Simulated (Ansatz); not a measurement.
The molecule BeS+, multiplicity 2 (lowest of 2S+1 = 2, 4 at CCSD(T)/def2-TZVPP on PBE0 minima; our sources give no spin for the ground state, which may be another).

The constants come from a fifth-degree fit in 1/R (seven points, main isotopes). In def2 and cc sets the state is the lowest found near the PBE0 minimum, followed along R.

The values were computed with Ansatz (a program for electronic structure). Values without a source in brackets are computed.

Energies at PBE0/def2-TZVPP:

```json
[
 {"R (Å)": "1.713605", "E (hartree)": "-412.39572974"},
 {"R (Å)": "1.759669", "E (hartree)": "-412.40022658"},
 {"R (Å)": "1.802049", "E (hartree)": "-412.40240837"},
 {"R (Å)": "1.849956", "E (hartree)": "-412.40301900"},
 {"R (Å)": "1.897863", "E (hartree)": "-412.40202292"},
 {"R (Å)": "1.953141", "E (hartree)": "-412.39929262"},
 {"R (Å)": "2.017631", "E (hartree)": "-412.39447940"}
]
```

Task: With a reduced mass of 7.0305 u, find the minimum, the force constant and the constants.

Result: A fifth-degree polynomial in 1/R puts the minimum at r_e = 1.8426 Å with force constant 314 N/m. Then ω_e = (1/2πc)√(k/μ) = 871 cm⁻¹ and B_e = h/(8π²cμr_e²) = 0.7063 cm⁻¹; the cubic and quartic terms give α_e = 0.0060 and ω_e x_e = 5.2 cm⁻¹.
